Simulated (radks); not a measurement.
Effect of the nuclear size on the nickel ion Ni2+, [Ar] 3d8. All-electron calculation, Dirac Kohn-Sham, PBE, spin-unpolarised, spherical densities, finite nucleus; open shells are shared between the two j in proportion to 2j + 1; Fermi nuclear charge, rms radius 3.7757 fm. Program: a radial shooting solver on a logarithmic mesh with Libxc functionals. The rms radius is varied about that value; shifts are against it.

rms radius (fm)  total energy shift (eV)  density at nucleus (e/bohr^3)  1s1/2 shift (meV)  2s1/2 shift (meV)  3s1/2 shift (meV)
3.3415                           -0.0343                      1.972e+04              -14.6              -1.36             -0.203
3.4736                           -0.0243                      1.968e+04              -10.3             -0.964             -0.144
3.7757                                 0                       1.96e+04              0.000              0.000              0.000
4.04                              0.0228                      1.953e+04               9.69              0.906              0.135
4.2628                            0.0432                      1.948e+04               18.3               1.72              0.256

Slopes of the eigenvalues against <r^2> in GHz/fm^2, as finite differences over the two radii next to the reference (eigenvalue slopes, not the field-shift constants of lines): 1s1/2 1140, 2s1/2 106, 3s1/2 15.8.
